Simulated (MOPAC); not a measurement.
MOPAC input (PM7):

```
PM7 PRECISE GNORM=0.05 LET XYZ CHARGE=-1 GEO-OK AUX(PRECISION=9) THREADS=1
Br3Si

Br    2.05824500 1   -0.48966400 1   -0.13878700 1
Si    0.00002700 1   -0.00460600 1    1.02396700 1
Br   -1.45372500 1   -1.53672400 1   -0.14340600 1
Br   -0.60453000 1    2.02823000 1   -0.12739300 1
```

From the output:

```
                                                       MOPAC v23.2.5 Linux

          FINAL HEAT OF FORMATION =       -154.88159 KCAL/MOL =    -648.02457 KJ/MOL

          COSMO AREA              =        144.64 SQUARE ANGSTROMS
          COSMO VOLUME            =        138.79 CUBIC ANGSTROMS

          GRADIENT NORM           =          0.00447          =       0.00224 PER ATOM
          IONIZATION POTENTIAL    =          4.249668 EV
          HOMO LUMO ENERGIES (EV) =         -4.250  4.519
          NO. OF FILLED LEVELS    =         13
          MOLECULAR WEIGHT        =        267.7975         POINT GROUP:  D3h

          MOLECULAR DIMENSIONS (Angstroms)

            Atom       Atom       Distance
           Br     4   Br     1     3.76130
           Br     3   Br     1     3.25738
           Si     2   Br     1     0.00004

          SCF CALCULATIONS        =         11

   ATOM   CHEMICAL          X               Y               Z
  NUMBER   SYMBOL      (ANGSTROMS)     (ANGSTROMS)     (ANGSTROMS)

     1      Br          2.11248132  *  -0.50344309  *   0.05265603  *
     2      Si          0.00000205  *  -0.00024913  *   0.05493156  *
     3      Br         -1.49202323  *  -1.57809163  *   0.04791548  *
     4      Br         -0.62045331  *   2.08079368  *   0.06435102  *

                             CARTESIAN COORDINATES

   1   Br        2.112481325    -0.503443088     0.052656034
   2   Si        0.000002048    -0.000249131     0.054931557
   3   Br       -1.492023225    -1.578091628     0.047915482
   4   Br       -0.620453308     2.080793676     0.064351015

           Empirical Formula: Br3 Si  =     4 atoms

      MOLECULAR POINT GROUP   :   D3h

                  EIGENVALUES
 -22.95477 -22.46391 -22.46389  -9.36560  -8.44120  -8.44120  -7.87120  -6.41854
  -6.41853  -6.34654  -6.34654  -5.79747  -4.24967   4.51931   4.51932  10.08914
  24.35909  24.35910  25.04577  25.53571  25.53571 261.54311 262.91352 263.21769
 263.21772 264.60088 264.83067 264.83070 267.22599 267.22603 267.49703 268.03146
 268.03149 268.29793 268.29797 270.14171

              NET ATOMIC CHARGES AND DIPOLE CONTRIBUTIONS

  ATOM NO.   TYPE          CHARGE      No. of ELECS.   s-Pop       p-Pop       d-Pop
    1         Br          -0.240816        7.2408     1.89471     5.34443     0.00167
    2         Si          -0.277549        4.2775     0.55652     3.44129     0.27974
    3         Br          -0.240816        7.2408     1.89471     5.34443     0.00167
    4         Br          -0.240819        7.2408     1.89471     5.34444     0.00167
 DIPOLE           X         Y         Z       TOTAL
 POINT-CHG.     0.000    -0.000     0.000     0.000
 HYBRID        -0.000     0.000     0.000     0.000
 SUM            0.000    -0.000     0.000     0.000

          ATOMIC ORBITAL ELECTRON POPULATIONS

     Atom    s        px        py        pz      x^2-y^2     xz        z^2       yz        xy
    1 Br   1.89471   1.46360   1.90088   1.97995   0.00047   0.00050   0.00023   0.00004   0.00044
    2 Si   0.55652   0.72134   0.72136   1.99859   0.09149   0.02996   0.03685   0.02996   0.09149
    3 Br   1.89471   1.69593   1.66856   1.97995   0.00043   0.00025   0.00023   0.00028   0.00048
    4 Br   1.89471   1.88720   1.47730   1.97994   0.00046   0.00005   0.00023   0.00048   0.00044

 **********************
 *                    *
 * JOB ENDED NORMALLY *
 *                    *
 **********************

 == MOPAC DONE ==
```

The dipole moment of an ion depends on the origin.

The geometry given is a B3LYP-D3(BJ)/def2-TZVP minimum.
